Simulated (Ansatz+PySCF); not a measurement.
Values are calculated unless marked as measured or tabulated.
**Several solutions for singlet H10**

```xyz
10

H     0.0000    0.0000    0.0000
H     0.0000    0.0000    1.0000
H     0.0000    0.0000    2.0000
H     0.0000    0.0000    3.0000
H     0.0000    0.0000    4.0000
H     0.0000    0.0000    5.0000
H     0.0000    0.0000    6.0000
H     0.0000    0.0000    7.0000
H     0.0000    0.0000    8.0000
H     0.0000    0.0000    9.0000
```

Basis set: STO-3G (spherical functions). Charge 0, multiplicity 1.

UHF was run from several starts with Ansatz (development build ahead of 0.2.0) and PySCF 2.14.0.

| run | program | start | converged | energy (hartree) | <S²> |
| --- | --- | --- | --- | --- | --- |
| A | Ansatz | stability test followed | yes | -5.22798 | 0.72 |
| B | PySCF | guess minao, instabilities followed | yes | -5.22798 | 0.72 |
| C | PySCF | guess huckel, instabilities followed | yes | -5.22798 | 0.72 |
| D | PySCF | guess atom, instabilities followed | yes | -5.22798 | 0.72 |
| E | PySCF | program defaults | yes | -5.21407 | 0.00 |
| F | PySCF | guess 1e, instabilities followed | yes | -5.22798 | 0.72 |
| G | Ansatz | atomic start, no search | yes | -5.21407 | 0.00 |
| H | Ansatz | search for the lowest state | yes | -5.22798 | 0.72 |

Q: Which runs reached the lowest solution of this kind, and what is wrong with the others?

A: A, B, C, D, F, H reached the lowest solution found. Converged but too high: E by 0.38 eV, G by 0.38 eV. Convergence only shows a stationary point, and even a stable one can lie too high; stability tests and further starts are what find lower ones. Caution: the unrestricted determinant is spin contaminated. Caution: the determinant breaks the point group.
